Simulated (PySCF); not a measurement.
## Orbital energies and ionisation energy

Compound: (OH)3Hf-NH-SiH3 (singlet state).
Cartesian coordinates in Å at the PBE0-D3(BJ)/def2-SVP level; atoms count from 1:
```
atom  x, y, z in Å
Hf1    0.7578    0.6964    0.4735
O2    -0.5736    1.6497    1.4955
O3     2.0284    1.8843   -0.3660
O4     1.6335   -0.6068    1.5967
N5    -0.1776   -0.2767   -1.0907
Si6   -1.5003   -1.3917   -0.9835
H7    -1.2260    2.0551    2.0601
H8     2.6884    2.5583   -0.5119
H9     1.9911   -1.3051    2.1384
H10    0.1435   -0.0913   -2.0407
H11   -2.7622   -0.8981   -1.6280
H12   -1.7770   -1.5991    0.4745
H13   -1.1953   -2.7272   -1.5957
```

Level: CAM-B3LYP/def2-SVPD (PySCF). Frontier orbitals with their largest atomic shares (Löwdin; up to four atoms above 4 %):

```tsv
orbital	ε (eV)	main atoms
HOMO−3	-10.61	O4 32 %, O2 25 %, O3 17 %, Si6 6 %
HOMO−2	-10.32	O4 34 %, O2 30 %, O3 24 %, Hf1 5 %
HOMO−1	-10.18	Si6 22 %, N5 20 %, H12 14 %, O2 11 %
HOMO	-8.55	?
LUMO	0.32	Hf1 53 %, O3 8 %, Si6 7 %, O2 7 %
LUMO+1	0.99	Hf1 55 %, O3 11 %, O2 7 %, O4 6 %
LUMO+2	1.09	Hf1 54 %, O4 13 %, O2 12 %, H9 7 %
```

**Question.** What vertical ionisation energy does ΔSCF give, and how far is −ε(HOMO) from it?

**Answer.** ΔSCF: 9.18 eV (886 kJ/mol; threshold wavelength 135 nm); ⟨S²⟩ of the doublet left behind is 0.758, against 0.75 for a pure doublet. −ε(HOMO) is 8.55 eV, 0.63 eV below it. In exact Kohn–Sham theory the two would be equal; CAM-B3LYP (range-separated hybrid) falls short of its own ΔSCF value by 7 %.

**Question.** On which atoms does the HOMO lie?

**Answer.** N5 (nitrogen bonded to Hf, Si and H) 56 %, Si6 (silicon bonded to N and 3 H) 14 %, H11 (hydrogen on silicon) 7 %, Hf1 (hafnium bonded to N and 3 O) 6 %, so more than half of it is on one atom. The HOMO−1 lies 1.63 eV lower.

**Question.** Shift the occupied levels rigidly so that −ε(HOMO) equals the ΔSCF value. What binding energies result?

**Answer.** The shift is +0.63 eV: HOMO 9.18, HOMO−1 10.81, HOMO−2 10.95, HOMO−3 11.24 eV. A rigid shift is only a rough guide to the deeper ionisations.

**Question.** What kinetic energy would electrons from this vertical process carry with He II light (40.814 eV)?

**Answer.** 40.81 − 9.18 = 31.63 eV.

Geometry: PBE0-D3(BJ)/def2-SVP; no solvent, vibrations or thermal averaging. Atoms past krypton carry effective core potentials; spin–orbit coupling is left out.
